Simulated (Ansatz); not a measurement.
`[Cl][GeH]([Cl])[Br]` → Cl₂ + `[GeH][Br]`  (germylene formation by 1,1-elimination)

Isolated molecules relaxed with PBE0-D4/def2-TZVP in Ansatz; ΔE leaves out vibrations. CCSD(T)/CBS is the MP2 limit (def2-TZVPP, def2-QZVPP) plus CCSD(T) − MP2 in def2-TZVPP, frozen cores. This one scheme is used for every species. Functionals use def2-TZVPP. For Br, Ge outer-core shells are correlated without core-valence functions, which leaves a few kJ/mol of doubt a bond. Scalar relativity is left out up to krypton.

Question: Is it downhill or uphill in electronic energy at CCSD(T)/CBS, and by how much? (Estimate.)

Answer: Ansatz gave: Uphill: ΔE = +4.36 eV.

Question: What do these levels give: LDA (SPW92), BLYP-D4, ωB97M-V, PBE-QIDH, PBE, r2SCAN, BHLYP, LC-ωPBE, RPA@PBE/def2-TZVPP, HF/def2-SVP, HF/def2-TZVPP, MP2/CBS(def2)? (Best estimate.)

Answer: Ansatz gave: LDA (SPW92) 4.44, BLYP-D4 3.85, ωB97M-V 4.31, PBE-QIDH 4.73, PBE 4.03, r2SCAN 4.50, BHLYP 4.30, LC-ωPBE 4.56, RPA@PBE/def2-TZVPP 4.19, HF/def2-SVP 4.60, HF/def2-TZVPP 4.45, MP2/CBS(def2) 4.68 eV.

Largest T1 diagnostic among the species: 0.011.

From BLYP to BHLYP (50 % exact exchange), in def2-TZVPP and without D4, ΔE moves by +0.66 eV. The D4 term adds +0.17 eV with B3LYP and +0.09 eV with PBE0; it sums over pairs of atoms, weighted by their polarisabilities, and B3LYP, whose exchange is more repulsive, gets the larger term.

B3LYP here is the variant with VWN-RPA as its local correlation; programs differ in this.
